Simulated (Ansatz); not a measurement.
The same path of a periodic cell of 17 atoms, HC$_{16}$ (host C, host structure diamond, interstitial H) was run twice with different band settings.

Computed with DFT LDA, scalar-relativistic, plane waves, PAW (Ansatz 0.2.0). Settings: cutoff 420 eV, k mesh 3x3x3, gaussian smearing 0.02 eV, spin collinear.

Relaxed end points:

```xyz
17
Lattice="0.0000 3.5700 3.5700 3.5700 0.0000 3.5700 3.5700 3.5700 0.0000" Properties=species:S:1:pos:R:3
C 0.023 0.027 -0.025
C 0.915 0.919 0.868
C 1.808 1.812 -0.025
C 2.700 2.705 0.890
C 1.809 0.026 1.761
C 2.701 0.942 2.652
C 3.590 1.816 1.763
C 4.463 2.704 2.653
C 0.023 1.812 1.760
C 0.937 2.705 2.652
C 1.811 3.594 1.763
C 2.700 4.468 2.653
C 1.811 1.816 3.541
C 2.701 2.705 4.415
C 3.590 3.594 3.542
C 4.486 4.490 4.437
H 2.700 2.707 6.221
```

```xyz
17
Lattice="0.0000 3.5700 3.5700 3.5700 0.0000 3.5700 3.5700 3.5700 0.0000" Properties=species:S:1:pos:R:3
C 0.046 -0.028 -0.025
C 0.920 0.862 0.864
C 1.809 1.735 -0.025
C 2.702 2.650 0.867
C 1.809 -0.028 1.737
C 2.702 0.864 2.652
C 3.594 1.757 1.759
C 4.487 2.650 2.652
C 0.024 1.757 1.760
C 0.920 2.653 2.655
C 1.809 3.542 1.781
C 2.699 4.432 2.655
C 1.809 1.779 3.544
C 2.699 2.653 4.434
C 3.572 3.542 3.544
C 4.487 4.434 4.437
H 1.810 3.542 7.114
```

Common settings: climbing image yes; spring 5.0 eV/Å²; optimiser quadratic models (default); force threshold 0.05 eV/Å; end points relaxed.

| run | movable images | start path | iteration limit |
| --- | --- | --- | --- |
| 1 | 5 | IDPP | 18 |
| 2 | 2 | default | 50 |

Task: What does each run give, and how far can it be trusted?

Result: Run 1: converged after 6 iterations, highest image 0.602 eV above the first end. The order of the stationary point at the top wasn't checked.
Run 2: converged after 7 iterations, highest image 0.602 eV above the first end. The order of the stationary point at the top wasn't checked. So few images can step over the top or miss a turn of the path.
Limits of this set-up: coarse k mesh.
